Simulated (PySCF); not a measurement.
Fill in the blanks.

C5H4ClN.
Numbering: `[Cl:1][c:2]1[cH:3][cH:4][n:5][cH:6][cH:7]1` (hydrogens: H8 on C3; H9 on C4; H10 on C6; H11 on C7)

| property | level | value |
| --- | --- | --- |
| point group of the GFN2-xTB geometry | GFN2-xTB | C2v |
| rotational constants A, B, C of the GFN2-xTB geometry | GFN2-xTB | ? |
| dipole moment | PBE0/def2-SVPD | ? |
| HOMO energy | PBE0/def2-SVPD | ? |
| LUMO energy | PBE0/def2-SVPD | ? |
| lowest singlet excitation | TDDFT PBE0/def2-SVPD | ? |
| strongest line among the 8 lowest singlet transitions | TDDFT PBE0/def2-SVPD | S7 at 6.94 eV (179 nm, f = 0.365) |
| lowest triplet excitation (Tamm–Dancoff) | TDA PBE0/def2-SVPD | ? |
| static isotropic polarisability | PBE0/def2-SVPD | 75.5 au |
| electronic spatial extent ⟨r²⟩ about the centre of nuclear charge | PBE0/def2-SVPD | ? |

The electronic properties come from PySCF, for the isolated species, density fitting.

Problem. What is the HOMO energy?

Solution. -7.73 eV.

Problem. What is the electronic spatial extent ⟨r²⟩ about the centre of nuclear charge?

Solution. 864 bohr².

Problem. What is the LUMO energy?

Solution. -1.17 eV.

Problem. Give the lowest triplet excitation (Tamm–Dancoff).

Solution. 4.18 eV.

Problem. What is the dipole moment?

Solution. 0.63 D.

Problem. The rotational constants A, B, C of the GFN2-xTB geometry?

Solution. 6.101, 1.585, 1.258 GHz.

Problem. The lowest singlet excitation?

Solution. 4.88 eV (254 nm, f = 0.004).

Point group C2v permits a dipole; with 0.63 D the species has a pure rotational spectrum. The dipole matches unit charges of opposite sign 0.13 Å apart (1 e·Å = 4.8032 D). No computed singlet falls in the visible range (750 to 380 nm, 1.65 to 3.26 eV); S1 lies 1.62 eV above its blue end.
